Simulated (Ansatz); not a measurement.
The cluster ZrAg4⁺, relaxed as a doublet with UKS r2SCAN-D4/def2-SVP in Ansatz, starting from the GFN2-xTB geometry. Force threshold 0.02 eV/Å.

In the def2 sets Ag, Zr take a core potential; there is no spin–orbit coupling. Another isomer (doublet) lies 0.23 eV lower at PBE0-D4/def2-TZVP; other spin states weren't run for this one.

Start:

```csv
atom,x (Å),y (Å),z (Å)
Zr1,0.076,-0.688,-0.316
Ag2,-0.638,0.752,-2.784
Ag3,0.727,-3.304,0.682
Ag4,-0.429,2.305,0.044
Ag5,0.264,0.936,2.374
```

```csv
step,energy (eV),largest force component (eV/Å),SCF passes
1,-17275.2640,0.982,113
2,-17275.6603,0.470,83
3,-17275.8418,0.395,79
4,-17275.8993,0.222,80
5,-17275.9392,0.171,60
6,-17276.0120,0.282,48
7,-17276.1053,0.296,57
8,-17276.1730,0.286,48
9,-17276.2248,0.185,53
10,-17276.2445,0.019,39
11,-17276.2451,0.016,34
```

Force components are those of the run's own axes.

End:

| atom | x (Å) | y (Å) | z (Å) |
| --- | --- | --- | --- |
| Zr1 | 1.075 | -0.358 | -0.175 |
| Ag2 | -0.362 | 0.559 | -2.388 |
| Ag3 | -0.111 | -2.660 | 0.355 |
| Ag4 | -1.085 | 1.422 | 0.039 |
| Ag5 | 0.483 | 1.037 | 2.169 |

By distances, no bond broke or formed. The bond that changes most is Ag2–Ag4, from 3.23 to 2.67 Å (atoms count from 1).

The force fell under the threshold at step 10, but the optimiser went on. No frequencies were taken in this run, so the end may be a saddle point.

Run time 3.3 min (4 threads of Arm Neoverse V1 on a shared host), peak host memory 0.62 GiB.
